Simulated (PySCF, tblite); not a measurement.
Isomers of C5H9ClO2S, one GFN2-xTB conformer each. Single-point energies are computed at PBE0/pcSseg-1 (PySCF, gas phase, no added dispersion term), electronic only.

Problem. Rank them by PBE0/pcSseg-1 energy, lowest first (kcal/mol).
A. `[CH2:1]=[CH:2][C@@H:3]([CH3:4])[CH2:5][S:6](=[O:7])(=[O:8])[Cl:9]` with C1–C2–C3–C4 120°, C2–C3–C5–S6 177°, C3–C5–S6–O7 93°
B. `[CH3:1][CH2:2]/[C:3]([Cl:4])=[CH:5]/[S:6]([CH3:7])(=[O:8])=[O:9]` with C1–C2–C3–Cl4 -70°, C3–C5–S6–C7 71°
C. `[O:1]=[S:2](=[O:3])([Cl:4])[CH:5]1[CH2:6][CH2:7][CH2:8][CH2:9]1` with O1–S2–C5–C6 -68°, S2–C5–C6–C7 91°, C5–C6–C7–C8 39°, C6–C7–C8–C9 -40°, C7–C8–C9–C5 25°

Solution. C (0.0), A (21.7), B (25.0).

As drawn, the highest has a C=C bond outside aromatic rings, which the lowest lacks. GFN2-xTB itself gives, in the same order: 0.0, 32.9, 48.4. Both levels put the same isomer lowest; measured from each level's own lowest isomer, the values differ by up to 23.4 kcal/mol (CC/C(Cl)=C/S(C)(=O)=O: 48.4 against 25.0).

Problem. Which frontier levels, dipoles and rotational constants go with these structures?

Solution. 
```json
{"SMILES": "O=S(=O)(Cl)C1CCCC1", "HOMO (eV, PBE0/pcSseg-1)": "-8.97", "LUMO (eV)": "-1.27", "dipole (D)": "4.49", "A, B, C (MHz)": "2177, 944.6, 813.7"}
{"SMILES": "C=C[C@@H](C)CS(=O)(=O)Cl", "HOMO (eV, PBE0/pcSseg-1)": "-8.16", "LUMO (eV)": "-1.42", "dipole (D)": "4.22", "A, B, C (MHz)": "2249, 678.1, 600.9"}
{"SMILES": "CC/C(Cl)=C/S(C)(=O)=O", "HOMO (eV, PBE0/pcSseg-1)": "-8.17", "LUMO (eV)": "-1.29", "dipole (D)": "5.59", "A, B, C (MHz)": "2153, 751.3, 675.9"}
```

Problem. What happens when harmonic zero-point energies from GFN2-xTB frequencies are added?

Solution. 
```tsv
SMILES	ZPE (kcal/mol)	electronic (kcal/mol)	with ZPE (kcal/mol)
O=S(=O)(Cl)C1CCCC1	87.6	0.0	0.0
C=C[C@@H](C)CS(=O)(=O)Cl	84.8	21.7	18.8
CC/C(Cl)=C/S(C)(=O)=O	83.9	25.0	21.2
```

The zero-point energies span 3.7 kcal/mol. The order is unchanged.

Problem. As an exercise, what shares would exp(−E/RT) give at 2000 K from these electronic energies alone (no entropy, no degeneracies)?

Solution. RT = 3.974 kcal/mol: O=S(=O)(Cl)C1CCCC1 99.4 %, C=C[C@@H](C)CS(=O)(=O)Cl 0.4 %, CC/C(Cl)=C/S(C)(=O)=O 0.2 %.
